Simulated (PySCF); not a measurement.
[Zn(OH)2] (charge 0, multiplicity 1)

These are TPSSh-D3(BJ)/def2-TZVP // TPSS-D3(BJ)/def2-SVP (PySCF) values and carry that method's errors.

- HOMO: -7.45 eV
- dipole moment: 1.86 D
- LUMO: -1.49 eV
- HOMO–LUMO gap: 5.97 eV
- charge on the central atom (Mulliken): 0.60 e
- charge on the central atom (meta-Löwdin): 1.28 e
- total energy: -1931.1363 Ha
- cost: very roughly 50 core-seconds

```xyz
5

Zn    -0.0115    -0.0407     0.0098
O     -0.9789     0.1684     1.4868
H     -1.3107     1.0807     1.5738
O      1.0803    -0.3300    -1.3634
H      0.6093    -0.7242    -2.1202
```
Charge 0, spin multiplicity 1.
